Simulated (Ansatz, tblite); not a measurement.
Cost and result up the ladder for perfluoropentacene, `Fc1c(F)c(F)c2c(F)c3c(F)c4c(F)c5c(F)c(F)c(F)c(F)c5c(F)c4c(F)c3c(F)c2c1F` (36 atoms). Total charge 0; singlet. Geometry: r2SCAN-D4/def2-SVP.

Ansatz on 8 threads of AMD EPYC 7R43 on a shared host; xTB runs through tblite on one thread. Times are rough, summed over both states, and most runs start from the orbitals of an earlier one. PBE0-D4/def2-SVP serves as the yardstick here, not as an exact answer. The other state is a triplet.

The xTB rows come from tblite. Single mean-field runs in def2-SVP are fitted with def2-universal-jkfit.

xTB has no spin-polarisation term.

```
                         level  functions  wall time  vertical triplet (eV)  difference from PBE0-D4/def2-SVP (eV)
                      GFN1-xTB        144     0.34 s                   1.09                                   0.32
                      GFN2-xTB        144     0.41 s                   1.07                                   0.30
 PBE-D4/def2-SVP (with forces)        504       41 s                   0.75                                  -0.02
PBE0-D4/def2-SVP (with forces)        504    2.5 min                   0.77                                   0.00
```
